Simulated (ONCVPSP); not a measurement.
# Scattering properties, ONCV potential for lutetium (Lu)

| Property | Result |
| --- | --- |
| Element | Lu (Z = 71) |
| Generator | ONCVPSP 4.0.1 |
| Type | optimised norm-conserving Vanderbilt (ONCV) |
| Functional | PBE |
| Relativity | scalar-relativistic |
| Frozen core | [Kr] 4d10 |
| Valence charge | 25 |
| Reference configuration | 4f14 5s2 5p6 5d1 (charge +2) |
| Partial waves | 5s: rc 1.50 bohr, ncon 3, nbas 7, qcut 7.7 1/bohr, 1 projector; 5p: rc 1.95 bohr, ncon 5, nbas 8, qcut 7.1 1/bohr, 2 projectors, debl 3.9 Ha; 5d: rc 3.30 bohr, ncon 3, nbas 7, qcut 4.1 1/bohr, 2 projectors, debl 4 Ha; 4f: rc 0.75 bohr, ncon 4, nbas 9, qcut 26.6 1/bohr, 3 projectors, debl 2.6 Ha |
| Local potential | polynomial inside 0.65 bohr (lpopt 5, dvloc0 3 Ha) |
| Core correction | Teter function, fcfact 1.75, rcfact 1.1 |

The phase is arctan(r·R′/R) of the radial function R(r), unwrapped; energies in Ha, scanned from -4 to 5 Ha. A pole is an energy at which the radial function vanishes at the test radius. The pseudo phase is shifted by a multiple of π to meet the all-electron one at the reference energy, and phase errors are pseudo minus all-electron; the curves can meet again beyond the range given. Levels narrower than the energy grid can be missing from the lists of poles.

Problem. For each channel, where are the poles, and over which energies does the pseudopotential scatter like the atom?

Solution.

```json
{"channel": "s", "radius (bohr)": "1.52", "reference energy (Ha)": "-2.78", "poles, all-electron": "-1.39", "poles, pseudo": "-1.44, 3.65", "unbroken range about the reference energy with phases within 0.05 rad": "below 0.1", "phase error 1 Ha above the reference energy (rad)": "-0.004"}
{"channel": "p", "radius (bohr)": "1.98", "reference energy (Ha)": "-1.70", "poles, all-electron": "-1.16", "poles, pseudo": "-1.16", "unbroken range about the reference energy with phases within 0.05 rad": "the whole range", "phase error 1 Ha above the reference energy (rad)": "-0.000"}
{"channel": "d", "radius (bohr)": "3.34", "reference energy (Ha)": "-0.55", "poles, all-electron": "-0.41, 1.44, 4.49", "poles, pseudo": "-0.42, -0.21, 1.86, 4.79", "unbroken range about the reference energy with phases within 0.05 rad": "-0.7 to -0.3", "phase error 1 Ha above the reference energy (rad)": "-2.770"}
{"channel": "f", "radius (bohr)": "0.76", "reference energy (Ha)": "-0.89", "poles, all-electron": "3.18", "poles, pseudo": "3.18", "unbroken range about the reference energy with phases within 0.05 rad": "the whole range", "phase error 1 Ha above the reference energy (rad)": "-0.000"}
```

Note: ghosts flagged at negative energy: s at -815.2 eV, p at -142.3 eV, d at -6.8 eV; no localised positive-energy state flagged. A true bound ghost makes a file unfit for plane-wave use.

Phases in the d channel:

```tsv
E (Ha)	all-electron	pseudo
-3.98	1.444	1.441
-3.50	1.432	1.429
-3.02	1.418	1.413
-2.54	1.398	1.392
-2.06	1.368	1.359
-1.58	1.314	1.302
-1.10	1.176	1.152
-0.62	-0.825	-0.838
-0.14	-1.872	-4.925
0.34	-3.778	-6.377
0.82	-4.540	-7.558
1.30	-4.685	-7.747
1.78	-4.780	-7.840
2.26	-4.939	-7.943
2.74	-6.563	-8.571
3.22	-7.651	-10.786
3.70	-7.773	-10.912
4.18	-7.827	-10.959
4.66	-7.868	-10.989
```
